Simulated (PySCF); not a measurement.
**Computed properties of C3O3Os, SMILES [O+]#[C-]->[Os](<-[C-]#[O+])<-[C-]#[O+], multiplicity 1**

C3O3Os, SMILES [O+]#[C-]->[Os](<-[C-]#[O+])<-[C-]#[O+], multiplicity 1. Geometry optimised at PBE0-D3(BJ)/def2-SVP. The spin state was assumed, not searched. The def2 effective core potentials stand for the cores of Os; spin–orbit coupling is left out. The values are those of a single conformer. All values are computed for the isolated molecule unless a solvent is named; none is compared with measurement here.

**Structure.** The optimised structure has Cs symmetry. All 15 harmonic modes at PBE0-D3(BJ)/def2-SVP (PySCF) are real, so it is a minimum. With heavy atoms numbered as in [Os:1](<-[C-:3]#[O+:2])(<-[C-:5]#[O+:4])<-[C-:7]#[O+:6], the shortest bond between them is O4–C5 at 1.148 Å and the longest Os1–C5 at 1.930 Å.

**Vibrations.** The strongest infrared lines (harmonic, unscaled, degenerate partners summed) lie at 2097 cm⁻¹ (1920 km/mol, C 58 %, O 42 %), 2105 cm⁻¹ (867 km/mol, C 62 %, O 38 %), 2192 cm⁻¹ (175 km/mol, C 62 %, O 37 %). The softest mode is at 61 cm⁻¹ and the zero-point energy is 15.9 kcal/mol.

**Electronic structure.** ωB97X/def2-TZVP (PySCF) places the frontier levels at -8.68 and -1.31 eV, a gap of 7.37 eV, and gives a dipole moment of 2.78 D and a mean polarisability of 88.8 bohr³. PBE/def2-TZVP (PySCF) at the same geometry gives -5.60 and -4.28 eV, so its gap is 6.05 eV narrower. An orbital gap is neither the optical nor the fundamental gap.

**Excitations.** TDDFT-PBE0/def2-SVPD (PySCF) has S1 at 1.47 eV (841 nm, f = 0.004, weak); the most intense of the 10 singlets computed lies at 3.99 eV (f = 0.09). T1 (TDA) is at 1.17 eV. TDDFT-PBE/def2-SVPD (PySCF) puts S1 at 1.48 eV.
